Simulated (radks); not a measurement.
Results of a calculation; reference values are marked as such.
The nuclear charge of the strontium ion Sr+ is varied continuously with 37 electrons held in [Kr] 5s1. Code: a radial shooting solver on a logarithmic mesh with Libxc functionals. Model: scalar-relativistic Kohn-Sham, PBEsol, spin-polarised, spherical densities, finite nucleus; open shells are filled with parallel spins first (spin-orbit coupling, left out, can overturn this in heavy ions); Fermi nuclear charge, rms radius 4.224 fm. By the Hellmann-Feynman theorem dE/dZ = E(electron-nucleus)/Z, the electronic potential at the nucleus (averaged over a nucleus of fixed radius). The scalar-relativistic energy here is not variational (the density holds large components alone), so the two differ by a part that grows with Z.

Z      E (hartree)  E(electron-nucleus)/Z (hartree)  HOMO  e(HOMO) (eV)  <r> HOMO (bohr)
37.5   -3077.43847                         -197.659    5s        -5.317            4.343
37.75  -3127.16442                         -199.430    5s        -6.956            4.075
38     -3177.33510                         -201.200    5s        -8.717            3.854
38.25  -3227.95047                         -202.969    5s       -10.591            3.667
38.5   -3279.01053                         -204.739    5s       -12.574            3.506

The central difference of E at Z = 38 is -201.572 hartree, to compare with the third column; the second derivative is -7.11 hartree.
